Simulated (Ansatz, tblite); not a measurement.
Forces on the cluster Si2Ni3⁺ at its r2SCAN-D4/def2-SVP geometry. Total charge 1; doublet.

The xTB rows come from tblite. No other spin state of charge 1 was run. Another isomer (doublet) lies 0.22 eV lower at PBE0-D4/def2-TZVP; other spin states weren't run for this one.

GFN1-xTB (tblite), largest force 2.27 eV/Å:

```xyz
5
positions Å, forces eV/Å
Ni    0.260   -0.967   -1.714    0.119   -0.436   -0.772
Ni    0.956    0.845    1.072    0.371    0.407    0.548
Ni   -1.271    0.339    1.024   -0.537    0.204    0.535
Si   -0.185    0.883   -0.783   -0.386    1.825   -1.296
Si    0.240   -1.100    0.400    0.433   -2.000    0.985
```

GFN2-xTB (tblite), largest force 4.26 eV/Å:

```
Ni 0.212 -0.787 -1.392
Ni 1.378 0.772 0.799
Ni -1.616 0.097 0.742
Si -0.756 3.554 -2.218
Si 0.783 -3.635 2.070
```

PBE-D4/def2-TZVP (Ansatz), largest force 1.13 eV/Å:

```
Ni 0.130 -0.480 -0.849
Ni 0.952 0.436 0.390
Ni -1.070 -0.018 0.354
Si -0.134 0.629 -0.304
Si 0.122 -0.568 0.410
```
